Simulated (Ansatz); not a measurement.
Basis-set series for `[F][Ga]1[BH][GaH]1`. Total charge 0; spin multiplicity 1. All single points use the PBE0-D4/def2-TZVP geometry.

| functional | basis | functions | energy (Eh) | HOMO (eV) | LUMO (eV) |
| --- | --- | --- | --- | --- | --- |
| PBE0-D4 | def2-TZVPP | 186 | -3975.00273 | -5.72 | -2.43 |
| PBE0-D4 | def2-QZVPP | 352 | -3975.09690 | -5.74 | -2.44 |
| ωB97M-V | def2-TZVPP | 186 | -3975.38553 | -7.54 | -0.70 |
| ωB97M-V | def2-QZVPP | 352 | -3975.47647 | -7.56 | -0.77 |

Question: Give the rows for def2-SVP. (An estimate is asked.)

Answer: The calculation gave: 
```csv
functional,basis,functions,energy (Eh),HOMO (eV),LUMO (eV)
PBE0-D4,def2-SVP,102,-3974.35522,-5.67,-2.40
ωB97M-V,def2-SVP,102,-3974.73587,-7.46,-0.65
```

Scalar relativity is left out up to krypton.

Program: Ansatz 0.2.0.
